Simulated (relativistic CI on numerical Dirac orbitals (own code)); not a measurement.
**Fe²⁺ in a cubic cluster: 2p photoemission with charge transfer**

Computed with a charge-transfer multiplet model of a cubic metal-ligand cluster with up to 3 ligand holes, Slater and spin-orbit integrals from Dirac-Coulomb-Breit ions, Slater integrals scaled by 0.7. The ground state mixes d6 with configurations of k ligand holes L, whose averages lie at kΔ + k(k − 1)U_dd/2; a core hole lowers each added d electron by U_cd. 20 K, Lorentzian 0.6 eV and Gaussian 0.8 eV FWHM.

Atomic integrals in eV (Slater integrals scaled, ζ unscaled), ground: F2dd 7.632, F4dd 4.739, zeta_d 0.049; with the core hole: F2dd 8.932, F4dd 5.587, zeta_d 0.075, zeta_core 8.130, F2cd 5.236, G1cd 3.950, G3cd 2.245.

Cluster parameters (eV): Δ = 6, U_cd = 7, 10Dq = 1, 10Dq(ligand) = 0, V(eg) = 2.5, V(t2g) = -1.33, final-state hopping factor = 0.8.

| Case | n_d | d6 | d7L | d8L2 | d9L3 | S |
| --- | --- | --- | --- | --- | --- | --- |
| U_dd = 3.7 eV | 6.35 | 0.69 | 0.28 | 0.03 | 0.00 | 0.08 |
| U_dd = 5.8 eV | 6.33 | 0.70 | 0.28 | 0.02 | 0.00 | 0.10 |
| U_dd = 7.2 eV | 6.32 | 0.71 | 0.27 | 0.02 | 0.00 | 0.12 |

Weights, n_d and S are thermal averages at 20 K. Binding energies count from the first peak over 30 % of the highest in each spectrum, which can be another peak from case to case. The parameters are a model scan and need not match a compound or its usual spin state. Peaks in eV (height, largest 100):
- U_dd = 3.7 eV: 0.0 (100), 2.3 (16), 6.2 (26), 12.7 (43), 19.0 (13)
- U_dd = 5.8 eV: 0.0 (100), 2.3 (18), 6.9 (20), 12.7 (42), 19.6 (9)
- U_dd = 7.2 eV: 0.0 (100), 2.3 (19), 7.2 (17), 12.7 (42), 20.0 (8)

For the case U_dd = 5.8 eV, Δ = 6 eV is larger than U_dd = 5.8 eV, the Mott-Hubbard side of the Zaanen-Sawatzky-Allen scheme. With the core hole the average of the configuration with one ligand hole lies at Δ − U_cd = -1.0 eV before mixing: the effective hopping of about 3.8 eV (from the holes of the mixed ground state) is comparable with this gap or larger, so the configurations mix strongly.
